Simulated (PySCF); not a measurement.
Computed shifts of a molecule C5H4F2O, PBE/pcSseg-1 in PySCF, GIAO, gas phase, equivalent atoms averaged, in ppm (number of nuclei): ¹³C: 195.7 (1), 160.0 (1), 127.8 (1), 100.8 (1), 34.1 (1). ¹⁹F: -122.3 (1), -221.0 (1). ¹H: 8.00 (1), 5.56 (1), 3.42 (1), 2.95 (1). References: ¹⁷O against H2O (σ = 334.3 ppm); ¹³C against TMS (σ = 182.0 ppm); ¹⁹F against CFCl3 (σ = 133.6 ppm); ¹H against TMS (σ = 31.49 ppm), references at their B3LYP-D3(BJ)/def2-TZVP geometries, non-relativistic. Coordinates come from a PBE0-D3(BJ)/def2-SVP optimisation. The values are those of a single conformer.

**Question.** Which structure fits?
(A) C#CC(F)(F)OC=C
(B) Cc1coc(F)c1F
(C) C=C1C(=O)[C@H](F)[C@@H]1F
(D) O=C1/C(=C/F)C[C@H]1F

**Answer.** D, O=C1/C(=C/F)C[C@H]1F
